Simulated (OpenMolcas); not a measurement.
An OpenMolcas run meant for Re I (ANO-RCC-VTZP, DKH2; inactive shells 1s 2s 2p 3s 3p 3d 4s 4p 4d 4f 5s 5p; intended active space 7 electrons in 6 orbitals (5d 6s)). One step of its input:

```
&RASSCF
FileOrb=start.orb
Symmetry=1
Spin=6
nActEl=7 0 0
Inactive=15 19
Ras2=6 0
CIRoot=6 6 1
SDav=6
CIMx=300
Iter=71 100
PrWF=0.3
OrbListing=Nothing
MaxOrb=0
Atom
Thrs=1.0e-3 5.0e-1 5.0e-1
```

The run finished. Its levels beside those of a sound run (CASSCF), in eV above each run's lowest level:

```tsv
Level	This run	Usual run
5d5 6s2 6S 5/2	0.0000	0.0000
5d6 6s 6D 9/2	1.0918	1.1070
5d6 6s 6D 7/2	1.3704	1.3856
5d6 6s 6D 5/2	1.5564	1.5741
5d6 6s 6D 3/2	1.6583	1.6724
5d6 6s 6D 1/2	1.7463	1.7656
5d5 6s2 4G 11/2	2.2691	2.1690
5d5 6s2 4G 9/2	2.2829	2.1801
5d5 6s2 4G 7/2	2.2941	2.1892
5d5 6s2 4G 5/2	2.3028	2.1963
5d5 6s2 4D 7/2	2.4103	2.3605
```

Which setting is unsound, and how much does it matter here?

The convergence thresholds are far too loose, so the orbitals stop early. Against the sound run the excited levels shown move by 440 cm-1 on average and by 860 cm-1 at most.

Without dynamic correlation excited terms often stand tens of per cent too high (terms of higher spin than the ground term too low), and those without a measured partner can miss by more than the paired ones. A single d shell beside an s shell can misplace configurations of different d count against each other. Only configurations of the active space appear.
